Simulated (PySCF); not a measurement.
**Ionisation energy of Au⁷²⁺ by level of theory**

Au⁷²⁺ [He] 2s2 2p3 (4S) → Au⁷³⁺ [He] 2s2 2p2 (3P), as a difference of total energies. Calculation: PySCF 2.14, in an uncontracted even-tempered set (15 s from 54 bohr⁻², ratio 2.5; 9 p from 70 bohr⁻², ratio 2.5; 5 d from 260 bohr⁻², ratio 2.7; 4 f from 390 bohr⁻², ratio 2.7); the non-relativistic Hamiltonian (point nucleus). Correlated levels: nothing frozen; virtual orbitals above 40 to 60 times the deepest correlated orbital energy dropped. The calculations carry no spin-orbit coupling.

```tsv
method	ionisation energy (eV)
UHF	18933.1
MP2 (all electrons)	18930.8
SCS-MP2 (all electrons)	18929.9
CCSD (all electrons)	18927.8
CCSD(T) (all electrons)	18927.8
```

Problem. How much does correlation contribute at CCSD(T) (all electrons)?

Solution. 18927.8 − (18933.1) = -5.3 eV, measured against UHF.

Spin-orbit coupling is strong in these open shells (close to jj coupling). The scalar numbers leave it out and a first-order estimate fails, so it can dominate the gap to the real levels.

The gap to the reference is mostly relativistic.

For comparison: 19150 ± 70 eV (theoretical estimate listed by NIST; NIST Atomic Spectra Database, ionization energies).
